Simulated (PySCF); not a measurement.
# Os(75+): ionisation energy

Os(75+) 1s1 (2S) → Os(76+) (bare nucleus), as a difference of total energies. All numbers are calculated (PySCF 2.14, the spin-free X2C one-electron Hamiltonian (Gaussian nucleus), in an uncontracted even-tempered set (16 s from 230 bohr⁻², ratio 2.2; 7 p from 340 bohr⁻², ratio 2.4; 4 d from 1000 bohr⁻², ratio 2.4; 3 f from 1500 bohr⁻², ratio 2.4; 3 g from 2300 bohr⁻², ratio 2.4)). The calculations carry no spin-orbit coupling.

| method | ionisation energy (eV) | difference from reference (eV) |
| --- | --- | --- |
| UHF | 85751.5 | +137.1 |
| LDA | 85651.8 | +37.4 |
| PBE | 85757.3 | +142.9 |
| PBE0 | 85755.9 | +141.5 |
| r2SCAN | 85761.9 | +147.5 |
| B97-3 | 85759.8 | +145.4 |
| BLYP | 85766.2 | +151.8 |

Reference: 85614.42 ± 0.15 eV (theoretical estimate listed by NIST; NIST Atomic Spectra Database, ionization energies).

For one electron Hartree-Fock is exact for this Hamiltonian up to the basis; QED and nuclear recoil make up the gap, and the density functionals add self-interaction.
